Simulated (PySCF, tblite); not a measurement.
A database entry of computed molecular properties. Lists by class give the value and the number of equivalent atoms.

```json
{
 "formula": "C7H12N2",
 "smiles": "CC[C@H](C)n1cccn1",
 "charge": 0,
 "multiplicity": 1,
 "geometry_level": "GFN2-xTB",
 "atoms_angstrom": [
  ["C", -1.994, -1.043, -0.509],
  ["C", -1.62, 0.405, -0.22],
  ["C", -0.473, 0.515, 0.792],
  ["C", -0.195, 1.972, 1.159],
  ["N", 0.721, -0.075, 0.234],
  ["C", 1.408, -1.138, 0.694],
  ["C", 2.459, -1.343, -0.17],
  ["C", 2.316, -0.336, -1.132],
  ["N", 1.264, 0.417, -0.874],
  ["H", -2.801, -1.086, -1.236],
  ["H", -2.322, -1.546, 0.399],
  ["H", -1.142, -1.584, -0.914],
  ["H", -2.488, 0.938, 0.173],
  ["H", -1.302, 0.894, -1.142],
  ["H", -0.722, -0.056, 1.694],
  ["H", 0.606, 2.033, 1.892],
  ["H", -1.086, 2.435, 1.574],
  ["H", 0.109, 2.514, 0.267],
  ["H", 1.112, -1.661, 1.582],
  ["H", 3.213, -2.101, -0.117],
  ["H", 2.928, -0.135, -1.989]
 ],
 "electronic_structure_code": "PySCF",
 "results": {
  "GFN2-xTB geometry": {
   "point_group": "C1",
   "rotational_constants_GHz": [2.611, 1.314, 1.108]
  },
  "PBE0/pcSseg-1 ground state and GIAO shieldings, non-relativistic": {
   "dipole_D": 2.08,
   "homo_eV": -7.0,
   "lumo_eV": 0.67,
   "shift_vs_computed_TMS_C_by_class_ppm": [
    [143.9, 1],
    [133.3, 1],
    [109.3, 1],
    [62.9, 1],
    [34.6, 1],
    [25.3, 1],
    [13.5, 1]
   ],
   "shift_vs_computed_TMS_H_by_class_ppm": [
    [7.73, 1],
    [7.29, 1],
    [6.31, 1],
    [3.7, 1],
    [2.43, 1],
    [1.63, 3],
    [1.47, 1],
    [0.68, 3]
   ],
   "shielding_other_nuclei_by_class_ppm": [
    ["N", -66.8, 1],
    ["N", 22.3, 1]
   ],
   "charges_hirshfeld_e_by_atom": [-0.12, -0.07, 0.04, -0.12, 0.05, -0.02, -0.11, -0.03, -0.13, 0.04, 0.04, 0.03, 0.04, 0.04, 0.05, 0.04, 0.04, 0.04, 0.06, 0.05, 0.06]
  },
  "GFN2-xTB harmonic vibrations, gas phase": {
   "strongest_ir_bands_cm-1_km_per_mol_modes": [
    [1319.9, 47.0, 1],
    [3027.3, 49.4, 1],
    [3039.3, 42.0, 1],
    [3046.2, 66.9, 2],
    [3167.9, 43.7, 1],
    [3182.9, 37.7, 1]
   ],
   "zpe_kcal_per_mol": 113.4
  }
 }
}
```

The dipole equals about 6.9 × 10⁻³⁰ C·m (1 D = 3.33564 × 10⁻³⁰ C·m). The zero-point energy, half the sum of the 57 harmonic wavenumbers, equals 39660 cm⁻¹ or 474 kJ/mol. The rotational constants make it an asymmetric top with κ = (2B − A − C)/(A − C) = -0.73, nearer the prolate limit (−1). With B = h/(8π²I), that is 505.379 GHz u Å² over I, the principal moments of inertia are 193.5, 384.7 and 456.0 u Å² (most abundant isotopes); the inertial defect Ic − Ia − Ib is -122.2 u Å² (zero for a rigid planar frame, negative otherwise).

 NMR classes are plain means over equivalent atoms (diastereotopic ones count apart unless rotation or inversion swaps them), as if these changed places fast; in this geometry the members of some classes differ.

Shape of the structure used: `[CH3:1][CH2:2][C@H:3]([CH3:4])[n:5]1[cH:6][cH:7][cH:8][n:9]1`: C1–C2–C3–C4 -175°, C2–C3–N5–C6 -118°.

One conformer stands for the species.
